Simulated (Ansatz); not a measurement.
iodine (I₂), singlet, geometry from GFN2-xTB (all electrons, no relativity), with bond 2-1 at 1.8 times its length; SC-NEVPT2/STO-3G, CASSCF(4,3) (Ansatz, a program for electronic structure).

Input for Ansatz:
Ansatz 0.2 input:
```yaml
crystal:
  periodic: [false, false, false]
  atoms:
    - {symbol: I, position_ang: [-0.00000000, -0.00000000, -1.33192123]}
    - {symbol: I, position_ang: [0.00000000, 0.00000000, 3.46299520]}
basis:
  gaussian:
    orbitals: STO-3G
magnetization: {spin_polarized: false}
correlation: {method: sc_nevpt2, electrons: all, active_space: {window: {electrons: 4, orbitals: 3}}}
```

Output, abridged:

```
Functional definition: HF
547 factors; integrals over basis functions are off by at most 4.1e-6 eV
mean field evaluation 1: about -372828.7837 eV, gradient 9.4e-1 eV
mean field evaluation 2: about -372828.7837 eV, gradient 9.4e-1 eV
mean field evaluation 4: about -372828.7901 eV, gradient 1.5e-4 eV
mean field evaluation 8: about -372828.4746 eV, gradient 3.6e-4 eV
mean field evaluation 16: about -372828.3951 eV, gradient 1.9e-2 eV
mean field evaluation 32: about -372828.7738 eV, gradient 1.6e-1 eV
mean field evaluation 64: about -372828.4226 eV, gradient 9.4e-2 eV
mean field evaluation 96: about -372828.4453 eV, gradient 1.6e-4 eV
mean field -372828.79006378 eV, -13701.2053224136 hartree, gradient 1.3e-6 eV, S^2 0.000000; 18 other end points of the search recorded, 0 dependent functions left out; unrestricted orbitals would lower it
reference -372828.79006378 eV, -13701.2053224136 hartree; 53, 53 occupied and 1, 1 virtual orbitals, 547 factors
state -372832.80223707 eV, -13701.3527670623 hartree
state -372832.80223707 eV, -13701.3527670623 hartree; corrected -372832.80225162 eV, -13701.3527675971 hartree
WARN: 1 active orbitals are nearly empty or full. The corrections depend on them more than the energy does, and are more stable in an active space without them
Total energy: -372832.80225162 eV, -13701.3527675971 hartree
```
